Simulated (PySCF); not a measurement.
**Correlation energy of Ba (barium, neutral)**

[Xe] 6s2, closed-shell 1S. Calculation: PySCF 2.14, in def2-SVP with the def2 core potential (46 electrons); scalar relativity through the core potential. Frozen: 5s2 5p6; 2 electrons correlated.

Total MP2 correlation energy: -13.01 mhartree.

Same-spin part 0.00 and opposite-spin part -13.01 mhartree; SCS-MP2 scales them by 1/3 and 6/5 to -15.61 mhartree.

With two correlated electrons CCSD is exact within the correlated space (frozen core and kept virtual orbitals).

| level | correlation energy (mhartree) |
| --- | --- |
| CCSD | -20.24 |

Diagnostics: T1 = 0.00065, D1 = 0.0009, largest double amplitude 0.145.

Question: Is a single reference adequate?

Answer: Mostly. T1 lies below 0.03, but a double amplitude of this size points to a near-degeneracy that CCSD handles and MP2 describes poorly.
